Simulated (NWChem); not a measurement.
System: C$_{2}$H$_{5}$ClOSi; SMILES CC(=O)[SiH2]Cl

The following NWChem deck was run.

```
start job
memory heap 200 mb stack 900 mb global 1100 mb
geometry units angstroms noautosym nocenter noautoz
  C     -1.601982     1.326472     0.092029
  C     -0.093666     1.268438     0.112422
  O      0.611154     2.265323     0.099184
  Si     0.944411    -0.361986     0.161796
  Cl    -0.223249    -2.093777     0.189165
  H     -1.986585     0.789550    -0.784925
  H     -2.010487     0.814660     0.973043
  H     -1.938386     2.366845     0.071992
  H      1.798983    -0.392831    -1.046917
  H      1.771802    -0.336011     1.389316
end
basis spherical
  * library def2-svp
end
dft
  xc m05-2x
  iterations 150
end
cosmo
  do_cosmo_smd true
  solvent thf
end
task dft energy
```

Excerpt of the output:

```
             Northwest Computational Chemistry Package (NWChem) 7.3.0
             --------------------------------------------------------

                             Geometry "geometry" -> ""
                             -------------------------

 Output coordinates in angstroms (scale by  1.889725989 to convert to a.u.)

  No.       Tag          Charge          X              Y              Z
 ---- ---------------- ---------- -------------- -------------- --------------
    1 C                    6.0000    -1.60198200     1.32647200     0.09202900
    2 C                    6.0000    -0.09366600     1.26843800     0.11242200
    3 O                    8.0000     0.61115400     2.26532300     0.09918400
    4 Si                  14.0000     0.94441100    -0.36198600     0.16179600
    5 Cl                  17.0000    -0.22324900    -2.09377700     0.18916500
    6 H                    1.0000    -1.98658500     0.78955000    -0.78492500
    7 H                    1.0000    -2.01048700     0.81466000     0.97304300
    8 H                    1.0000    -1.93838600     2.36684500     0.07199200
    9 H                    1.0000     1.79898300    -0.39283100    -1.04691700
   10 H                    1.0000     1.77180200    -0.33601100     1.38931600

 Effective nuclear repulsion energy (a.u.)     266.5512635891

                                 NWChem DFT Module
                                 -----------------

 Summary of "ao basis" -> "ao basis" (spherical)
 ------------------------------------------------------------------------------
       Tag                 Description            Shells   Functions and Types
 ---------------- ------------------------------  ------  ---------------------
 C                          def2-svp                 6       14   3s2p1d
 O                          def2-svp                 6       14   3s2p1d
 Si                         def2-svp                 8       18   4s3p1d
 Cl                         def2-svp                 8       18   4s3p1d
 H                          def2-svp                 3        5   2s1p

 in cosmo_initialize ...
 calling solv_data for solv:thf

 solvent parameters
 solvname_short: thf
 solvname_long:  tetrahydrofuran
 dielec:        7.4257
 dielecinf:     1.9740
 nonaqueous SMD model solvent descriptors
 dielec:        7.4257
 sola:          0.0000
 solb:          0.4800
 solc:          0.0000
 solg:         39.4400
 solh:          0.0000
 soln:          1.4050

          ---------------
          -cosmo- solvent
          ---------------
 Cosmo: York-Karplus, doi: 10.1021/jp992097l
 dielectric constant -eps-     =   7.43
 screen = (eps-1)/(eps    )    =   0.86533
 surface charge correction     = lagrangian

   van der Waals surface
 --------------------------

[...]

                                COSMO-SMD solvation results
                                ---------------------------

             internal energy in gas <Psi(g)|H|Psi(g)> =      -903.772917078660
         internal energy in solvent <Psi(s)|H|Psi(s)> =      -903.772370687728
                               delta internal energy  =         0.000546390932 (    0.34 kcal/mol)
   total free energy in solvent <Psi(s)|H+V/2|Psi(s)> =      -903.778305199091
 polarization energy contribution <Psi(s)|V/2|Psi(s)> =        -0.005934511363 (   -3.72 kcal/mol)
    total free energy in solvent including G(SMD-CDS) =      -903.781076894476
                       G(SMD-CDS) energy contribution =        -0.002771695386 (   -1.74 kcal/mol)
     1 M fixed-concentration free energy of solvation =        -0.008159815816 (   -5.12 kcal/mol)

                       DFT Final Molecular Orbital Analysis
                       ------------------------------------

 Vector   26  Occ=2.000000D+00  E=-3.986403D-01
              MO Center= -7.4D-02, -1.6D+00,  1.8D-01, r^2= 2.8D+00
   Bfn.  Coefficient  Atom+Function         Bfn.  Coefficient  Atom+Function
  ----- ------------  ---------------      ----- ------------  ---------------
    71      0.543953   5 Cl px               68      0.402545   5 Cl px
    72     -0.238255   5 Cl py               65      0.233150   5 Cl px
    69     -0.169032   5 Cl py               32      0.164300   3 O  px
    17      0.125685   2 C  s                35      0.117082   3 O  px
    66     -0.098610   5 Cl py               45     -0.094094   4 Si s

 Vector   27  Occ=2.000000D+00  E=-3.761854D-01
              MO Center=  4.3D-01, -1.4D+00,  1.8D-01, r^2= 3.2D+00
   Bfn.  Coefficient  Atom+Function         Bfn.  Coefficient  Atom+Function
  ----- ------------  ---------------      ----- ------------  ---------------
    73      0.541754   5 Cl pz               70      0.388183   5 Cl pz
    67      0.224731   5 Cl pz               94      0.212009   9 H  s
    99     -0.212078  10 H  s                52     -0.170447   4 Si pz
    95      0.165603   9 H  s               100     -0.165573  10 H  s
    34      0.090852   3 O  pz               49      0.086859   4 Si pz

 Vector   28  Occ=2.000000D+00  E=-3.097353D-01
              MO Center=  2.1D-01,  1.2D+00,  1.2D-01, r^2= 3.1D+00
   Bfn.  Coefficient  Atom+Function         Bfn.  Coefficient  Atom+Function
  ----- ------------  ---------------      ----- ------------  ---------------
    32      0.363502   3 O  px               33     -0.304734   3 O  py
    35      0.287502   3 O  px               17     -0.268087   2 C  s
     3      0.241072   1 C  s                 4      0.241144   1 C  px
    36     -0.241979   3 O  py               45     -0.198977   4 Si s
    72      0.187307   5 Cl py               18     -0.185333   2 C  px

 Vector   29  Occ=0.000000D+00  E=-1.094307D-03
              MO Center=  1.9D-01,  1.2D+00,  1.2D-01, r^2= 2.6D+00
   Bfn.  Coefficient  Atom+Function         Bfn.  Coefficient  Atom+Function
  ----- ------------  ---------------      ----- ------------  ---------------
    23      0.483270   2 C  pz               20      0.439993   2 C  pz
    55      0.434276   4 Si pz               37     -0.418766   3 O  pz
    34     -0.377865   3 O  pz               95      0.368253   9 H  s
   100     -0.368009  10 H  s                79      0.117739   6 H  s
    84     -0.116433   7 H  s                80      0.113882   6 H  s

 Vector   30  Occ=0.000000D+00  E= 5.856715D-02
              MO Center=  9.2D-01, -4.6D-01,  1.6D-01, r^2= 3.5D+00
   Bfn.  Coefficient  Atom+Function         Bfn.  Coefficient  Atom+Function
  ----- ------------  ---------------      ----- ------------  ---------------
    54      1.044950   4 Si py               64      0.579987   5 Cl s
    53      0.507943   4 Si px               72      0.467553   5 Cl py
    71      0.356563   5 Cl px               51      0.272797   4 Si py
    17     -0.229316   2 C  s                63      0.212744   5 Cl s
     3      0.192614   1 C  s                45     -0.175420   4 Si s

 Vector   31  Occ=0.000000D+00  E= 8.917146D-02
              MO Center=  7.5D-01, -4.5D-01,  1.6D-01, r^2= 4.1D+00
   Bfn.  Coefficient  Atom+Function         Bfn.  Coefficient  Atom+Function
  ----- ------------  ---------------      ----- ------------  ---------------
    53      1.276962   4 Si px               17      0.924552   2 C  s
    54     -0.796060   4 Si py               22     -0.602479   2 C  py
    95     -0.502862   9 H  s               100     -0.505179  10 H  s
    46     -0.459754   4 Si s                 3      0.346343   1 C  s
    45      0.260672   4 Si s                80     -0.254294   6 H  s

     Multipole analysis of the density
     ---------------------------------

     L   x y z        total         alpha         beta         nuclear
     -   - - -        -----         -----         ----         -------
     0   0 0 0     -0.000000    -28.000000    -28.000000     56.000000

     1   1 0 0     -0.530119     -1.944262     -1.944262      3.358406
     1   0 1 0     -0.212918      3.415760      3.415760     -7.044437
     1   0 0 1     -0.004358     -7.659005     -7.659005     15.313652

     2   2 0 0    -31.101722   -104.638888   -104.638888    178.176054
     2   1 1 0     -3.585980     13.068107     13.068107    -29.722194
     2   1 0 1     -0.044291     -1.807982     -1.807982      3.571673
     2   0 2 0    -40.320204   -278.671821   -278.671821    517.023437
     2   0 1 1      0.079880      6.967486      6.967486    -13.855093
     2   0 0 2    -32.119406    -26.370247    -26.370247     20.621089
```

Level: M05-2X/def2-SVP, SMD on the gas-phase geometry. Structure relaxed at the B3LYP/6-31G* (spherical d) level. Solvent: tetrahydrofuran.
